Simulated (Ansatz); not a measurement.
System: C3H5Cl, net charge 0, singlet state. SMILES: C/C=C/Cl
Geometry: optimised at B3LYP-D3(BJ)/def2-TZVP (Ansatz, a first-principles code).

Computed values are from Ansatz. Cores are frozen in the correlated levels unless marked. Open shells are spin-unrestricted. No spin-orbit coupling. No relativistic terms. Basis-set limits of correlation are two-point, X^-3; Hartree-Fock from the larger set. [CCSD(T)-MP2]/basis is that difference in the basis named.

Problem. What is the atomisation energy De at CCSD(T)/CBS(cc-pV(T+d)Z,cc-pV(Q+d)Z)?

Solution. 838.8 kcal/mol.

Problem. What is the T1 diagnostic at CCSD/cc-pV(Q+d)Z?

Solution. 0.010.

Problem. What is the vertical triplet-singlet gap at RI-MP2/CBS(aug-cc-pV(T+d)Z,aug-cc-pV(Q+d)Z)+[CCSD(T)-MP2]/aug-cc-pV(T+d)Z?

Solution. 4.44 eV.

Problem. What is the vertical ionisation energy (to the doublet) at RI-MP2/CBS(aug-cc-pV(T+d)Z,aug-cc-pV(Q+d)Z)+[CCSD(T)-MP2]/aug-cc-pV(T+d)Z?

Solution. 9.73 eV.

Problem. What is the total energy at CCSD(T)/CBS(cc-pV(T+d)Z,cc-pV(Q+d)Z)?

Solution. -576.9120 Eh.
